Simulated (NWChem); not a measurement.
Program: NWChem. System: C4H6Si, charge 1, spin multiplicity 2, at the geometry of a parent with another charge or spin, in a state set for the comparison that need not be this species' ground state. Its SCF solution wasn't tested for a lower state. Level: UMP2/def2-TZVP, 9 core orbitals frozen.

The NWChem input:

```
start mol
memory heap 200 mb stack 900 mb global 1100 mb
charge 1
geometry units angstroms nocenter noautoz
  C     -0.740459     0.000000     1.291327
  C     -1.355294     0.000000     0.089561
  Si     0.000000     0.000000    -1.204987
  C      1.355294     0.000000     0.089561
  C      0.740459     0.000000     1.291327
  H     -1.280516     0.000000     2.245246
  H     -2.442339     0.000000    -0.012310
  H      0.000000     1.210924    -2.083358
  H      0.000000    -1.210924    -2.083358
  H      2.442339     0.000000    -0.012310
  H      1.280516     0.000000     2.245246
  symmetry group C2v
end
basis spherical
  * library def2-tzvp
end
scf
  uhf
  nopen 1
  maxiter 100
  thresh 1e-7
  semidirect memsize 60000000 filesize 0
  # guess.movecs holds the orbitals of an unrestricted PBE0 run
  vectors input guess.movecs output mol.movecs
end
mp2
  freeze core 9
end
task mp2 energy
```

Part of the output:

```
             Northwest Computational Chemistry Package (NWChem) 7.3.0
             --------------------------------------------------------

                                NWChem Input Module
                                -------------------

 Scaling coordinates for geometry "geometry" by  1.889725989
 (inverse scale =  0.529177249)

 Turning off AUTOSYM since
 SYMMETRY directive was detected!

                             Geometry "geometry" -> ""
                             -------------------------

 Output coordinates in angstroms (scale by  1.889725989 to convert to a.u.)

  No.       Tag          Charge          X              Y              Z
 ---- ---------------- ---------- -------------- -------------- --------------
    1 C                    6.0000    -0.74045900     0.00000000     1.29132700
    2 C                    6.0000    -1.35529400     0.00000000     0.08956100
    3 Si                  14.0000     0.00000000     0.00000000    -1.20498700
    4 C                    6.0000     1.35529400     0.00000000     0.08956100
    5 C                    6.0000     0.74045900     0.00000000     1.29132700
    6 H                    1.0000    -1.28051600     0.00000000     2.24524600
    7 H                    1.0000    -2.44233900     0.00000000    -0.01231000
    8 H                    1.0000     0.00000000     1.21092400    -2.08335800
    9 H                    1.0000     0.00000000    -1.21092400    -2.08335800
   10 H                    1.0000     2.44233900     0.00000000    -0.01231000
   11 H                    1.0000     1.28051600     0.00000000     2.24524600

 Effective nuclear repulsion energy (a.u.)     200.8032743941

            Nuclear Dipole moment (a.u.)
            ----------------------------
        X                 Y               Z
 ---------------- ---------------- ----------------
     0.0000000000     0.0000000000    -0.0000113384

      Symmetry information
      --------------------

 Group name             C2v
 Group number             16
 Group order               4
 No. of unique centers     6

      Symmetry unique atoms
[...]
  mp2_eaftype                   303  avail_ma_in_mb                   795
 EAF : mp2_eaftype filesize         303   39817238.
  mp2_eaf for kh                   303
 Done maket at       69.6s
 Done multipass loop at       69.6s

 GA uses MA = F    GA memory limited = T

 Available:
  local mem=  1.26D+08
 global mem=  1.44D+08
 local disk=  0.00D+00
  mp2_memr nvloc                   176
  nvloc new                   176
   1 passes of  12:        6291456                     184728                 137248320.
   1 passes of  12: M    126006324           G      144101582           F     119714868.
  mp2_memr nvloc                   176
  nvloc new                   176
   2 passes of   6:        6291456                     131949                  68657319.
   2 passes of   6: M    126006324           G      144101582           F     119714868.

 Semi-direct pass number   1 of   2  for UHF beta        at       69.7s
  vrange nnbf                 19104
  mp2_eaftype                   261  avail_ma_in_mb                  1098
 EAF : mp2_eaftype filesize         261   34328659.
  mp2_eaf for mointskh                    261
Node 0 wrote    161.4 Mb in      0.1 s     Agg I/O rate:  2635.3 Mb/s
 Done moints_semi at       91.7s
  mp2_eaftype                   261  avail_ma_in_mb                   837
 EAF : mp2_eaftype filesize         261   34328659.
  mp2_eaf for kh                   261
 Done maket at       92.0s
 Semi-direct pass number   2 of   2  for UHF beta        at       92.0s
  vrange nnbf                 19104
  mp2_eaftype                   261  avail_ma_in_mb                   837
 EAF : mp2_eaftype filesize         261   34328659.
  mp2_eaf for mointskh                    261
Node 0 wrote    161.4 Mb in      0.0 s     Agg I/O rate:  3492.0 Mb/s
 Done moints_semi at      114.2s
  mp2_eaftype                   261  avail_ma_in_mb                   837
 EAF : mp2_eaftype filesize         261   34328659.
  mp2_eaf for kh                   261
 Done maket at      114.6s
 Done multipass loop at      114.6s

          -------------------------------------------
          SCF energy                -443.649513299665
          Correlation energy          -0.667845728448
          Singlet pairs                0.000000000000
          Triplet pairs                0.000000000000
          Total MP2 energy          -444.317359028112
          -------------------------------------------

          ---------------------------------------------------
                    Spin Component Scaled (SCS) MP2
          Same spin pairs                     -0.152946233900
          Same spin scaling factor             0.333333333333
          Opposite spin pairs                 -0.514899494547
          Opposite spin scaling fact.          1.200000000000
          SCS-MP2 correlation energy          -0.668861471424
          Total SCS-MP2 energy              -444.318374771088
          ---------------------------------------------------

 -----------------------
 Performance information
 -----------------------

 Timer overhead =  9.62D-08 seconds/call

               Nr. of calls         CPU time (s)                 Wall time (s)                GFlops
             ---------------    -------------------     ------------------------------   -------------------
Name         Min   Avg   Max    Min     Avg     Max     Min     Avg     Max   Mx/calls   Min     Max     Sum
mp2: moin     4     4     4    87.     87.     87.      87.     87.     87.     22.      0.0     0.0     0.0
mp2: make     4     4     4    1.4     1.4     1.4      1.4     1.4     1.4    0.36      0.0     0.0     0.0
mp2: tota     1     1     1    89.     89.     89.      89.     89.     89.     89.      0.0     0.0     0.0

 The average no. of pstat calls per process was 9.00D+00
 with a timing overhead of 8.66D-07s

 Task  times  cpu:      114.6s     wall:      114.6s

 Total times  cpu:      114.6s     wall:      114.6s
```
